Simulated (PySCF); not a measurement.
Start geometry of `CC(=O)CC(=O)C(C)C` (5-methylhexane-2,4-dione) from GFN2-xTB (Å):
```
atom  x, y, z in Å
C1     2.9930   -0.1718    0.1204
C2     1.8155   -0.9306   -0.4398
O3     1.6205   -2.1040   -0.2597
C4     0.8743   -0.0883   -1.2553
C5    -0.0251    0.6955   -0.2877
O6     0.4354    1.6075    0.3734
C7    -1.4499    0.2365   -0.1660
C8    -2.3010    1.2948    0.5271
C9    -1.4705   -1.0773    0.6329
H10    3.6457    0.1231   -0.6829
H11    2.5905    0.7703    0.5746
H12    3.5204   -0.7355    0.8568
H13    0.2031   -0.7307   -1.8857
H14    1.3827    0.6221   -1.8545
H15   -1.8501    0.0450   -1.1743
H16   -1.9079    1.5238    1.5224
H17   -2.3306    2.2240   -0.0439
H18   -3.3451    0.9358    0.6523
H19   -2.4876   -1.4708    0.6795
H20   -1.1213   -0.9139    1.6278
H21   -0.8631   -1.8332    0.1244
```

Q: What comes out of this run: PBE0-D3(BJ)/def2-SVP geometry optimisation, gas phase (PySCF 2.14.0)?

A: 
```
atom  x, y, z in Å
C1     3.0284    0.2075    0.2983
C2     1.9730   -0.7140   -0.2400
O3     1.9185   -1.8896    0.0274
C4     0.9264   -0.0709   -1.1449
C5    -0.1064    0.6882   -0.3142
O6     0.2003    1.6936    0.2813
C7    -1.4980    0.0907   -0.2502
C8    -2.4923    1.0597    0.3642
C9    -1.4316   -1.2403    0.5087
H10    3.7035    0.5009   -0.5223
H11    2.5588    1.1306    0.6718
H12    3.6059   -0.2955    1.0836
H13    0.4604   -0.8580   -1.7506
H14    1.4086    0.6713   -1.7996
H15   -1.7869   -0.1318   -1.2946
H16   -2.2005    1.3088    1.3950
H17   -2.5364    2.0026   -0.1995
H18   -3.4997    0.6184    0.3844
H19   -2.4100   -1.7421    0.4779
H20   -1.1756   -1.0636    1.5651
H21   -0.6776   -1.9272    0.0964
```

The energy falls by 16.7 kJ/mol over 10 energy and gradient evaluations, the largest force component goes from 0.0427 to 1.2e-04 Eh/bohr, and the atoms move by 0.086 Å rms after alignment. The bond that changes most is C4–H14 (sp3 carbon next to a carbonyl to methylene hydrogen), which lengthens by 0.042 Å. Bonds longer at the end by more than 0.005 Å: 10 of 20; shorter: 7. Among the angles that change most is C5–C4–H13, from 107.2° to 111.7°. Rotational constants go from 2763, 1097, 901.4 to 2767, 1068, 873.2 MHz. The orientation of the end geometry is arbitrary; only internal coordinates are fixed.

The run used 186 basis functions and 68 SCF cycles in all.

No PBE0-D3(BJ)/def2-SVP frequencies stand behind this structure, so it isn't proved a minimum. One conformer, not necessarily the lowest.
